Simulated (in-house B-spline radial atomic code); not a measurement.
Results of a calculation; reference values are marked as such.
## C6 from the polarisability at imaginary frequency: B⁺

RPBE linear response of the closed shell [He] 2s2, from a B-spline radial code for spherical atoms; non-relativistic, point nucleus, no spin-orbit coupling.

The dispersion coefficient of two like species is C6 = (3/π) ∫ α(iu)² du from 0 to ∞.

```json
{"u (hartree)": "0", "α(iu) (bohr³)": "10.65"}
{"u (hartree)": "0.0849", "α(iu) (bohr³)": "9.981"}
{"u (hartree)": "0.198", "α(iu) (bohr³)": "7.845"}
{"u (hartree)": "0.339", "α(iu) (bohr³)": "5.277"}
{"u (hartree)": "0.566", "α(iu) (bohr³)": "2.894"}
{"u (hartree)": "0.849", "α(iu) (bohr³)": "1.609"}
{"u (hartree)": "1.27", "α(iu) (bohr³)": "0.8513"}
{"u (hartree)": "1.98", "α(iu) (bohr³)": "0.4087"}
{"u (hartree)": "2.83", "α(iu) (bohr³)": "0.2246"}
{"u (hartree)": "4.24", "α(iu) (bohr³)": "0.1145"}
{"u (hartree)": "7.07", "α(iu) (bohr³)": "0.04955"}
{"u (hartree)": "14.1", "α(iu) (bohr³)": "0.01566"}
```

(1) Fit one oscillator, α(iu) = α(0)/(1 + u²/ω²), through u = 0.339 and estimate C6.

(2) How does that compare with the full integral?

## Answers

(1) From α(0)/α(iu) − 1 = 10.65/5.277 − 1 = 1.0182, ω = u/√1.0182 = 0.3360 hartree (9.1 eV). London's formula gives C6 = (3/4) α(0)² ω = 0.75 × 10.65² × 0.3360 = 28.58 hartree·bohr⁶, and the oscillator holds f = α(0) ω² = 1.20 electrons, of a sum of oscillator strengths of 4.0.

(2) The program's quadrature over all excitations gives C6 = 28.98, so the single oscillator is off by -1.4 %. At the last point the fit gives α = 0.00604 against 0.0157: higher excitations, and deeper shells where there are any, keep the true curve higher at large u.
